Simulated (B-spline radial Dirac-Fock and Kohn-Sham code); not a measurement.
## Internal conversion coefficients of Eu at 39.6 keV

Z = 63 (europium), transition energy 39.6 keV. These are calculated numbers from a radial B-spline solver; the model is a Dirac-Hartree-Slater potential of the neutral atom with a Latter tail (no hole, which puts coefficients of high multipoles low close above an edge), finite nucleus with surface currents. The K shell is not open to conversion at this energy. Subshells that would emit electrons below 1 keV are left out.

| subshell | electron energy (keV) | E1 | E3 | E4 | M2 | M4 |
| --- | --- | --- | --- | --- | --- | --- |
| L1 | 31.55 | 0.240 | 29.2 | 1570 | 125 | 52100 |
| L2 | 31.98 | 0.104 | 2670 | 99600 | 11.4 | 7690 |
| L3 | 32.62 | 0.146 | 3210 | 117000 | 48.8 | 373000 |
| M1 | 37.80 | 0.0502 | 7.48 | 414 | 29.3 | 17400 |
| M2 | 37.99 | 0.0210 | 669 | 28000 | 2.86 | 2450 |
| M3 | 38.12 | 0.0303 | 805 | 32100 | 12.0 | 114000 |
| M4 | 38.44 | 0.00219 | 33.8 | 7780 | 0.159 | 1930 |
| M5 | 38.47 | 0.00284 | 48.5 | 9430 | 0.0188 | 10200 |
| N1 | 39.24 | 0.0119 | 1.87 | 104 | 7.12 | 4550 |
| N2 | 39.32 | 0.00469 | 156 | 6700 | 0.665 | 601 |
| N3 | 39.34 | 0.00670 | 185 | 7550 | 2.75 | 27300 |
| N4 | 39.47 | 0.000479 | 7.70 | 1810 | 0.0362 | 458 |
| N5 | 39.47 | 0.000616 | 11.0 | 2180 | 0.00420 | 2380 |
| N6 | 39.59 | 1.51e-06 | 0.00283 | 0.708 | 1.11e-05 | 0.952 |
| N7 | 39.59 | 1.89e-06 | 0.00273 | 1.12 | 5.69e-06 | 0.483 |
| total |  | 0.625 | 7880 | 317000 | 242 | 618000 |

Q: For a pure E1 transition, what fraction of decays emits a photon?

A: 1/(1 + α) = 0.616 with the total α = 0.625; the total includes the outer subshells that are not listed.
